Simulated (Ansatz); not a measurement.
CH5Cl3InN (`C[NH2+][In-]([Cl])([Cl])[Cl]`). The species carries charge 0 and has multiplicity 1. In takes the def2 core potential.

| atom | x (Å) | y (Å) | z (Å) |
| --- | --- | --- | --- |
| C1 | 0.807 | -1.213 | 0.256 |
| N2 | 0.045 | -0.069 | 0.783 |
| In3 | -0.838 | 1.261 | -0.837 |
| Cl4 | 1.145 | 1.876 | -1.896 |
| Cl5 | -1.881 | 2.830 | 0.531 |
| Cl6 | -2.172 | -0.328 | -1.897 |
| H7 | 1.217 | -1.831 | 1.056 |
| H8 | 1.620 | -0.837 | -0.365 |
| H9 | 0.148 | -1.816 | -0.368 |
| H10 | 0.633 | 0.515 | 1.370 |
| H11 | -0.723 | -0.387 | 1.368 |

Question: What are the harmonic wavenumbers in cm⁻¹ at PBE0-D4/def2-TZVP (Ansatz, finite differences of forces, unscaled)? (Best estimate.)

Answer: Ansatz gave: 36, 62, 77, 89, 90, 108, 198, 218, 332, 364, 370, 373, 613, 1008, 1035, 1050, 1236, 1339, 1457, 1502, 1507, 1640, 3067, 3150, 3168, 3505, 3576.

Question: Is this a minimum?

Answer: Yes, all 27 modes are real.

Question: Give the ideal-gas thermochemistry at 298.15 K and 1 bar (rigid rotor, harmonic oscillator; point group Cs, symmetry number 1).

Answer: Zero-point energy 186.4 kJ/mol; H(298) − E = 216.0 kJ/mol; entropy 446.4 J/(mol·K), of which translation 177.8, rotation 127.0, vibration 141.6; G(298) − E = 82.9 kJ/mol. Modes under 100 cm⁻¹ are hindered rotations or soft bends, so the harmonic entropy is rough.

Question: Rotational constants (cm⁻¹)?

Answer: 0.03534, 0.03175, 0.02709.
